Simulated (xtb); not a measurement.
CH8FNSi2, SMILES C[SiH2][Si@@H](N)F. All values are semi-empirical tight-binding results from xtb (GFN2-xTB unless named), good for trends rather than for accurate numbers. Geometry: GFN2-xTB. The structure was generated by enumeration; whether it is a known compound was not checked. The values are those of a single conformer.

Optimised geometry:

```xyz
13

C      2.0101     0.5661    -1.5888
Si     0.6166    -0.6182    -1.0782
Si    -0.3437     0.0862     0.8871
N     -1.2827     1.4981     0.6141
F     -1.2815    -1.1274     1.4422
H      2.4598     0.2612    -2.5287
H      1.6442     1.5812    -1.7136
H      2.7993     0.5934    -0.8427
H      1.1928    -1.9675    -0.9624
H     -0.3377    -0.6897    -2.2019
H      0.4428     0.3824     2.0806
H     -1.8230     1.9001     1.3630
H     -1.7461     1.6505    -0.2654
```
Charge 0, spin multiplicity 1.

```yaml
orbital_gap: 4.58 eV
dipole_moment: 1.99 D
zero_point_energy: 56.0 kcal/mol
G − E(el) at 298.15 K (modified RRHO): 34.6 kcal/mol
static polarisability (D4 model): 81.7 bohr³
solvation energy, GFN2-xTB/ALPB(water): -3.1 kcal/mol
solvation energy, GFN2-xTB/ALPB(ether): -5.3 kcal/mol
```

Computed atomic charges and the Wiberg bond orders between heavy atoms:
charges (e) C1 -0.21, Si2 0.39, Si3 0.48, N4 -0.42, F5 -0.31, H6 0.02, H7 0.02, H8 0.02, H9 -0.11, H10 -0.10, H11 -0.09, H12 0.15, H13 0.15. Bond orders C1–Si2 0.92, Si2–Si3 0.80, Si3–N4 1.14, Si3–F5 1.05.
